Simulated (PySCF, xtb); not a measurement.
Noncovalent pair: HCl (SMILES Cl) (first 2 atoms) with CH2O (SMILES C=O); geometry from B3LYP-D3(BJ)/def2-TZVP, rigid monomers moved along the line of their centres of mass till H2···O4 is 2.13 Å.
(charge 0, multiplicity 1):
```tsv
atom	x (Å)	y (Å)	z (Å)
Cl	-0.1523	-0.0562	0.4435
H	0.1496	0.4924	1.5878
C	-0.3271	0.0526	4.2747
O	0.2912	0.8969	3.6784
H	-0.3921	0.0620	5.3755
H	-0.8522	-0.7620	3.7468
```

Interaction energies are E(AB) − E(A) − E(B) at the monomers' geometry in the complex; basis-set methods are counterpoise corrected. Rows marked so take none.

Rows in 6-311+G**, 6-31G* carry no dispersion term and start afresh at each structure (6-31G* with six Cartesian d functions). MP2/6-31G* freezes PySCF's default core.

Codes used: PySCF for 6-311+G** rows, 6-31G* rows; xtb for the GFN methods. Values without a source in brackets are computed.

### Question
One of these levels gives -4.77 kcal/mol for the interaction energy. Which?
A) GFN-FF
B) B3LYP/6-311+G** (no counterpoise)
C) MP2/6-31G* (no counterpoise)
D) GFN1-xTB

### Answer
B, B3LYP/6-311+G** (no counterpoise). The others give -5.47 (GFN-FF), -3.75 (GFN1-xTB), -6.06 (MP2/6-31G* (no counterpoise))
